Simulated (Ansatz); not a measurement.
Geometry optimisation, RKS PBE0-D4/6-31G in Ansatz 0.2.0.

Input file:

```yaml
crystal:
  periodic: [false, false, false]
  atoms:
    - { symbol: "N", position_ang: [0.1554, -0.6577, 1.9499] }
    - { symbol: C, position_ang: [0.6775, -0.7403, 0.6134] }
    - { symbol: "N", position_ang: [1.3348, 0.5354, 0.2104] }
    - { symbol: C, position_ang: [0.3619, 0.2113, -0.3667] }
    - { symbol: Si, position_ang: [-0.8563, 0.6371, -1.6059] }
    - { symbol: H, position_ang: [0.2308, 0.3749, 2.232] }
    - { symbol: H, position_ang: [0.7048, -1.1345, 2.6056] }
    - { symbol: H, position_ang: [1.2026, -1.6435, 0.3131] }
    - { symbol: H, position_ang: [-1.8536, 1.6687, -1.0945] }
    - { symbol: H, position_ang: [-0.2291, 1.2117, -2.7911] }
    - { symbol: H, position_ang: [-1.6634, -0.5202, -2.0457] }
basis:
  gaussian: { orbitals: "6-31G" }
hamiltonian:
  xc: pbe0
  dispersion: d4
relax:
  f_tol: 0.015
  max_steps: 40
```

Run as:

```bash
$ ansatz run input.yaml --threads 1 --pin off --max-ram 2048MiB --backend cpu --events-out ev --progress --plain --runs-dir out
```

Where does it end, and by what steps?

The run converged. Limits of this set-up: no polarisation functions. After 14 steps the energy has fallen by 1.252 eV; N3 moved furthest, 0.60 Å. The start is strongly strained (largest force component 9 eV/Å).

```json
{"step": "0", "energy less start (eV)": "0.0000", "largest force component (eV/Å)": "9.335", "accepted": "yes"}
{"step": "1", "energy less start (eV)": "-1.0273", "largest force component (eV/Å)": "1.687", "accepted": "yes"}
{"step": "2", "energy less start (eV)": "-1.1551", "largest force component (eV/Å)": "0.589", "accepted": "yes"}
{"step": "3", "energy less start (eV)": "-1.1741", "largest force component (eV/Å)": "0.727", "accepted": "yes"}
{"step": "4", "energy less start (eV)": "-1.2196", "largest force component (eV/Å)": "0.469", "accepted": "yes"}
{"step": "5", "energy less start (eV)": "-1.2262", "largest force component (eV/Å)": "0.503", "accepted": "yes"}
{"step": "6", "energy less start (eV)": "-1.2354", "largest force component (eV/Å)": "0.414", "accepted": "yes"}
{"step": "7", "energy less start (eV)": "-1.2286", "largest force component (eV/Å)": "0.724", "accepted": "no"}
{"step": "8", "energy less start (eV)": "-1.2439", "largest force component (eV/Å)": "0.119", "accepted": "yes"}
{"step": "9", "energy less start (eV)": "-1.2479", "largest force component (eV/Å)": "0.228", "accepted": "yes"}
{"step": "10", "energy less start (eV)": "-1.2496", "largest force component (eV/Å)": "0.084", "accepted": "yes"}
{"step": "11", "energy less start (eV)": "-1.2505", "largest force component (eV/Å)": "0.057", "accepted": "yes"}
{"step": "12", "energy less start (eV)": "-1.2510", "largest force component (eV/Å)": "0.051", "accepted": "yes"}
{"step": "13", "energy less start (eV)": "-1.2514", "largest force component (eV/Å)": "0.024", "accepted": "yes"}
{"step": "14", "energy less start (eV)": "-1.2516", "largest force component (eV/Å)": "0.013", "accepted": "yes"}
```

```xyz
11
Properties=species:S:1:pos:R:3
N 0.330 -0.483 1.993
C 0.725 -0.811 0.693
N 1.638 0.190 -0.174
C 0.391 0.034 -0.454
Si -0.916 0.694 -1.642
H -0.197 0.362 2.142
H 0.919 -0.765 2.759
H 0.967 -1.855 0.534
H -2.001 1.362 -0.846
H -0.284 1.674 -2.584
H -1.507 -0.459 -2.399
```

Time of the run: 68 s on 1 thread of AMD EPYC 7R43 64-Core Processor (Zen 3) (shared host), peak memory 0.16 GiB.
